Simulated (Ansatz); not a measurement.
A nudged elastic band was laid between two geometries of C₂H₉ClOSi₂ (15 atoms, charge 0, multiplicity 1).

These are results of Ansatz 0.2.0, RKS PBE-D4/6-31G*, not measurements.

```
movable images  : 7
climbing image  : yes
spring          : 5.0 eV/Å²
optimiser       : quadratic models (default)
start path      : through a guess of the saddle point
force threshold : 0.05 eV/Å
iteration limit : 60
end points      : relaxed
```

Initial state:

```xyz
15
Properties=species:S:1:pos:R:3
O -1.436 -1.505 1.618
Si -0.907 -0.556 0.334
C 0.916 -0.774 -0.073
Si 1.490 0.300 -1.525
C -1.254 1.229 0.876
Cl -0.012 1.820 2.062
H -1.191 -2.447 1.562
H -1.729 -0.814 -0.905
H 1.135 -1.830 -0.319
H 1.505 -0.509 0.824
H 1.161 1.744 -1.281
H 2.972 0.183 -1.736
H 0.804 -0.125 -2.791
H -2.237 1.311 1.366
H -1.239 1.922 0.018
```

Final state:

```xyz
15
Properties=species:S:1:pos:R:3
O -1.174 -1.654 1.399
Si -1.082 -0.639 -0.384
C 0.843 -0.721 -0.381
Si 1.589 0.409 -1.700
C -1.311 1.049 0.592
Cl -0.477 1.142 2.266
H -2.112 -1.859 1.603
H -0.879 -0.978 2.080
H 1.157 -1.754 -0.621
H 1.287 -0.448 0.597
H 1.273 1.851 -1.411
H 3.085 0.281 -1.771
H 1.036 0.094 -3.061
H -2.364 1.285 0.811
H -0.895 1.892 0.011
```

(1) Which bonds break or form, and what moves?

(2) What energy profile does the band end with?

(3) What is the geometry of the highest image?

The band took 24 iterations and roughly 12 core-minutes.

## Answers

(1) Bonds broken: Si2–H8. Bonds formed: O1–H8.

(2) The forces met the threshold. The highest image is number 3 of 0 to 8, 3.00 eV above the first end and 0.92 eV above the last; the last end lies 2.08 eV above the first. The profile has 2 maxima (images 3, 6) with wells between them (image 4): this band takes more than one step, which may be the mechanism or a detour left from its start path. Neighbouring images differ by up to 2.0 eV, so the band resolves the path poorly. A vibrational analysis at the climbing image gives one clearly imaginary mode, 1245i cm⁻¹: a first-order saddle point. The orbitals stay closed-shell, which can raise the energy where a bond breaks towards radicals; this wasn't checked here.

```json
{"image": "0", "path coordinate (Å)": "0.00", "energy (eV)": "0.00", "Si2–H8 (Å)": "1.51", "O1–H8 (Å)": "2.63"}
{"image": "1", "path coordinate (Å)": "0.74", "energy (eV)": "0.05", "Si2–H8 (Å)": "1.51", "O1–H8 (Å)": "2.58"}
{"image": "2", "path coordinate (Å)": "1.49", "energy (eV)": "0.97", "Si2–H8 (Å)": "1.50", "O1–H8 (Å)": "2.07"}
{"image": "3", "path coordinate (Å)": "2.23", "energy (eV)": "3.00", "Si2–H8 (Å)": "1.67", "O1–H8 (Å)": "1.29"}
{"image": "4", "path coordinate (Å)": "3.20", "energy (eV)": "2.31", "Si2–H8 (Å)": "2.47", "O1–H8 (Å)": "0.98"}
{"image": "5", "path coordinate (Å)": "4.17", "energy (eV)": "2.35", "Si2–H8 (Å)": "2.59", "O1–H8 (Å)": "0.98"}
{"image": "6", "path coordinate (Å)": "5.13", "energy (eV)": "2.36", "Si2–H8 (Å)": "2.61", "O1–H8 (Å)": "0.98"}
{"image": "7", "path coordinate (Å)": "6.10", "energy (eV)": "2.24", "Si2–H8 (Å)": "2.62", "O1–H8 (Å)": "0.99"}
{"image": "8", "path coordinate (Å)": "7.06", "energy (eV)": "2.08", "Si2–H8 (Å)": "2.50", "O1–H8 (Å)": "1.00"}
```

(3) 
```xyz
15
Properties=species:S:1:pos:R:3
O -1.597 -1.517 1.495
Si -1.049 -0.411 -0.032
C 0.807 -0.745 -0.230
Si 1.629 0.347 -1.548
C -1.216 1.329 0.750
Cl 0.040 1.707 2.021
H -0.994 -2.295 1.559
H -2.152 -1.615 0.330
H 0.981 -1.799 -0.512
H 1.306 -0.547 0.739
H 1.318 1.796 -1.311
H 3.120 0.176 -1.534
H 1.125 -0.019 -2.914
H -2.199 1.427 1.237
H -1.140 2.116 -0.020
```

Time of the run: 6.2 min on 2 threads of Intel(R) Xeon(R) Platinum 8488C (Sapphire Rapids), with other jobs on the host, peak memory 0.2 GiB.
